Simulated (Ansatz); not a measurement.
System: dimethylsilane, C₂H₈Si, net charge 0, singlet state. SMILES: C[SiH2]C
Coordinates optimised at B3LYP-D3(BJ)/def2-TZVP (Ansatz, an electronic-structure program):
```
Si
H 1 1.4863
H 1 1.4863 2 107.50
C 1 1.8769 2 109.51 3 -118.90
H 4 1.0916 1 111.22 2 58.82
H 4 1.0922 5 107.90 1 -121.83
H 4 1.0922 5 107.90 6 -116.34
C 1 1.8769 2 109.51 3 118.90
H 8 1.0916 1 111.22 2 -58.82
H 8 1.0922 9 107.90 1 121.83
H 8 1.0922 9 107.90 10 116.34
```

Quantity: vertical triplet-singlet gap (E(triplet) - E(singlet); each state is the SCF solution reached for its spin), in kcal/mol. Correlated levels leave the core frozen unless marked. Open shells are spin-unrestricted. No spin-orbit coupling. No relativistic terms. CBS marks a two-point X^-3 extrapolation of the correlation energy; Hartree-Fock from the larger set. [CCSD(T)-MP2]/basis is that difference in the basis named.

```json
[
 {"level": "HF/aug-cc-pV(D+d)Z", "program": "Ansatz", "vertical triplet-singlet gap (kcal/mol)": "174.1"},
 {"level": "HF/aug-cc-pV(T+d)Z", "program": "Ansatz", "vertical triplet-singlet gap (kcal/mol)": "172.7"},
 {"level": "B3LYP/def2-TZVPD", "program": "Ansatz", "vertical triplet-singlet gap (kcal/mol)": "178.2"},
 {"level": "BHLYP/def2-TZVPD", "program": "Ansatz", "vertical triplet-singlet gap (kcal/mol)": "185.1"},
 {"level": "CAM-B3LYP/def2-TZVPD", "program": "Ansatz", "vertical triplet-singlet gap (kcal/mol)": "184.9"},
 {"level": "wB97X-V/def2-TZVPD", "program": "Ansatz", "vertical triplet-singlet gap (kcal/mol)": "191.2"},
 {"level": "B2PLYP/def2-TZVPD", "program": "Ansatz", "vertical triplet-singlet gap (kcal/mol)": "183.6"},
 {"level": "MP2/aug-cc-pV(Q+d)Z", "program": "Ansatz", "vertical triplet-singlet gap (kcal/mol)": "189.8"},
 {"level": "RI-MP2/aug-cc-pV(T+d)Z", "program": "Ansatz", "vertical triplet-singlet gap (kcal/mol)": "188.8"},
 {"level": "CCSD/aug-cc-pV(D+d)Z", "program": "Ansatz", "vertical triplet-singlet gap (kcal/mol)": "182.8"},
 {"level": "CCSD(T)/aug-cc-pV(D+d)Z", "program": "Ansatz", "vertical triplet-singlet gap (kcal/mol)": "181.9"},
 {"level": "CCSD(T)/aug-cc-pV(T+d)Z", "program": "Ansatz", "vertical triplet-singlet gap (kcal/mol)": "183.2"},
 {"level": "CCSD(T)/aug-cc-pV(Q+d)Z", "program": "Ansatz", "vertical triplet-singlet gap (kcal/mol)": "183.9"},
 {"level": "RI-MP2/CBS(aug-cc-pV(T+d)Z,aug-cc-pV(Q+d)Z)+[CCSD(T)-MP2]/aug-cc-pV(Q+d)Z", "program": "Ansatz", "vertical triplet-singlet gap (kcal/mol)": "184.8"},
 {"level": "CCSD(T)/CBS(aug-cc-pV(T+d)Z,aug-cc-pV(Q+d)Z)", "program": "Ansatz", "vertical triplet-singlet gap (kcal/mol)": "184.6"}
]
```
